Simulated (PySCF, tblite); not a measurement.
Parent: `[CH3:1][c:2]1[cH:3][p:4][cH:5][p:6][cH:7]1`, C5H6P2.

The geometries are computed with GFN2-xTB (gas phase). One conformer each, not checked by frequencies here.

```csv
coordinate of the parent,value
C1–C2,1.504 Å
C2–C3,1.388 Å
C3–P4,1.730 Å
P4–C5,1.728 Å
C5–P6,1.726 Å
P6–C7,1.733 Å
C2–C7,1.384 Å
C1–C2–C3,116.9°
C1–C2–C7,118.6°
C3–C2–C7,124.5°
C2–C3–P4,129.3°
C3–P4–C5,103.0°
P4–C5–P6,130.9°
C5–P6–C7,103.1°
C2–C7–P6,129.2°
```

Question: How does the shared frame change in `[CH3:1][c:2]1[cH:3][p:4][c:5]([CH:6]2[CH2:7][CH2:8]2)[p:9][cH:10]1` with P4–C5–C6–C7 145°, C8H10P2? Atoms pair as C1 = C1, C2 = C2, C3 = C3, P4 = P4, C5 = C5, P6 = P9, C7 = C10 (parent first).

Answer: 
```json
{"parent": "C1–C2", "relative": "C1–C2", "value in the relative": "1.504 Å", "change": "0.000"}
{"parent": "C2–C3", "relative": "C2–C3", "value in the relative": "1.384 Å", "change": "-0.004"}
{"parent": "C3–P4", "relative": "C3–P4", "value in the relative": "1.730 Å", "change": "0.000"}
{"parent": "P4–C5", "relative": "P4–C5", "value in the relative": "1.743 Å", "change": "+0.015"}
{"parent": "C5–P6", "relative": "C5–P9", "value in the relative": "1.746 Å", "change": "+0.020"}
{"parent": "P6–C7", "relative": "P9–C10", "value in the relative": "1.729 Å", "change": "-0.004"}
{"parent": "C2–C7", "relative": "C2–C10", "value in the relative": "1.386 Å", "change": "+0.002"}
{"parent": "C1–C2–C3", "relative": "C1–C2–C3", "value in the relative": "118.3°", "change": "+1.4"}
{"parent": "C1–C2–C7", "relative": "C1–C2–C10", "value in the relative": "117.9°", "change": "-0.7"}
{"parent": "C3–C2–C7", "relative": "C3–C2–C10", "value in the relative": "123.8°", "change": "-0.7"}
{"parent": "C2–C3–P4", "relative": "C2–C3–P4", "value in the relative": "129.4°", "change": "+0.1"}
{"parent": "C3–P4–C5", "relative": "C3–P4–C5", "value in the relative": "104.4°", "change": "+1.4"}
{"parent": "P4–C5–P6", "relative": "P4–C5–P9", "value in the relative": "128.3°", "change": "-2.6"}
{"parent": "C5–P6–C7", "relative": "C5–P9–C10", "value in the relative": "104.0°", "change": "+0.9"}
{"parent": "C2–C7–P6", "relative": "C2–C10–P9", "value in the relative": "130.0°", "change": "+0.8"}
```

Of the parent's bonds, C5–P6 changes most (+0.020 Å). Bonds of the relative outside the shared frame: C5–C6 1.480, C6–C7 1.507, C7–C8 1.489, C6–C8 1.507 Å.
